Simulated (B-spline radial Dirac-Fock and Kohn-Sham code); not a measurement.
## 3s photoionisation of V³⁺ near threshold

System: V³⁺, configuration [Ar] 3d2. The computed 3s threshold is 119.5 eV; without correlation, outer thresholds are uncertain by 1 to 2 eV. With an open shell the threshold is an average over the terms of the final ion.

Calculated with a radial atomic solver, using the independent-particle Dirac-Slater model, thresholds from Dirac-Fock. Interchannel coupling and autoionising resonances are not included, so magnitudes near threshold are approximate.

Problem. How do σ and β run from threshold to 400 eV kinetic energy?

Solution. The cross section shows no minimum in this range. It is largest at the lowest energy, 0.398 Mb. β stays at 2.00.

| kinetic energy (eV) | σ (Mb) | β |
| --- | --- | --- |
| 1.5 | 0.398 | 2.00 |
| 1.9 | 0.397 | 2.00 |
| 2.3 | 0.396 | 2.00 |
| 2.9 | 0.396 | 2.00 |
| 3.7 | 0.394 | 2.00 |
| 4.6 | 0.393 | 2.00 |
| 5.7 | 0.391 | 2.00 |
| 7.2 | 0.389 | 2.00 |
| 9.0 | 0.386 | 2.00 |
| 11.2 | 0.382 | 2.00 |
| 14.0 | 0.376 | 2.00 |
| 17.5 | 0.370 | 2.00 |
| 21.9 | 0.361 | 2.00 |
| 27.4 | 0.350 | 2.00 |
| 34.2 | 0.336 | 2.00 |
| 42.8 | 0.319 | 2.00 |
| 53.5 | 0.296 | 2.00 |
| 66.9 | 0.271 | 2.00 |
| 83.7 | 0.243 | 2.00 |
| 104.7 | 0.212 | 2.00 |
| 130.9 | 0.180 | 2.00 |
| 163.6 | 0.149 | 2.00 |
| 204.6 | 0.120 | 2.00 |
| 255.8 | 0.0951 | 2.00 |
| 319.9 | 0.0735 | 2.00 |
| 400.0 | 0.0554 | 2.00 |
